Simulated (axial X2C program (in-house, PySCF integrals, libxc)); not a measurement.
Potential curves of CoB, with spin–orbit coupling

Calculated with an axial X2C code built on PySCF integrals. Two-component (2c) means X2C with spin–orbit coupling and atomic mean-field two-electron Coulomb and Gaunt terms. Basis: Co dyall-cv3z [9s10p6d3f2g], B dyall-v3z [7s6p2d1f] (cores contracted in-house); Gaussian nuclei, density fitting, unrestricted open shells. Masses: Co 58.933 u, B 11.009 u.

State: Ω = 3 (⟨Sz⟩ = 1.00, ⟨Lz⟩ = 2.00 at BHandHLYP). Energies in cm⁻¹ from the lowest point of each curve. Fits are polynomials in 1 − R0/R over 0.85 to 1.23 times the lowest point R0.

```
 R (Å)  BHandHLYP  PBE0
1.4538       6493  5531
1.5206       3256  2272
1.5707       1710   872
1.6209        735   163
1.6710        202     0
1.7295          0   340
1.7880        127  1108
1.8632        627  2538
1.9551       1575  4711
2.0888       3304  8022
```

Occupations by symmetry block were frozen at the best pattern of an incomplete PBE0 search. Density functionals use the spin component along the axis (collinear). PBE0 can misorder states that lie within some tenths of an eV, so this need not be the ground state of the molecule. The nearest other spin-free determinant of the search, M_S = 0, Λ = 2, lies 0.07 eV up at the distance of the search. Without a current term, density functionals place determinants with orbital angular momentum somewhat too high. With several unpaired electrons one determinant need not be a pure state. A state of lower Ω lies just above, and one determinant can place such states too high, so the state shown need not be the lowest. The search has Ω = 2 only 0.07 eV up. The determinant is spin-polarised beyond a pure state at some levels (its spin-free form has ⟨S²⟩ too high), which makes Re and μ there less reliable.

Question: What are Re and ωe at the BHandHLYP level?

Answer: At BHandHLYP, 2c: Re = 1.733 Å, ωe ≈ 583 cm⁻¹; Be follows as 0.605 cm⁻¹.

Question: Fit the PBE0 curve near its minimum: give the equilibrium distance and the harmonic wavenumber.

Answer: At PBE0, 2c: Re = 1.663 Å, ωe ≈ 798 cm⁻¹; Be follows as 0.657 cm⁻¹.
